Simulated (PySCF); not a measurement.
Sn(Cl)(SH)3 (ClH₃S₃Sn), SMILES [SH][Sn]([SH])([SH])[Cl]. Atoms are numbered in the order given.

```xyz
8

S     -1.0419    -0.8283    -2.0262
Sn    -0.0106     0.0110     0.0073
S      0.3890    -1.8143     1.5603
S      2.0761     1.1417    -0.5129
Cl    -1.4797     1.5603     1.0173
H     -0.8281    -2.1061    -1.6304
H      1.7283    -1.6577     1.4290
H      2.0152     0.7056    -1.7940
```
Charge 0, spin multiplicity 1.

Geometry optimised at B3LYP-D3(BJ)/def2-SVP. The structure was generated by enumeration; whether it is a known compound was not checked. The def2 effective core potentials stand for the cores of Sn; spin–orbit coupling is left out. The values are those of a single conformer.

All values below come from PySCF with PBE/def2-TZVP.

Isolated molecule, no solvent.

Computed frontier levels, gap, dipole moment and polarisability:
highest occupied level: -6.74 eV
lowest empty level: -3.51 eV
orbital gap: 3.23 eV
dipole moment: 2.53 D
quadrupole, principal values (traceless, Buckingham form, about the centre of nuclear charge): -0.40, 0.16, 0.24 D·Å
mean static polarisability: 117.2 bohr³ (17.36 Å³)
polarisability, principal values: 110.4, 120.6, 120.6 bohr³
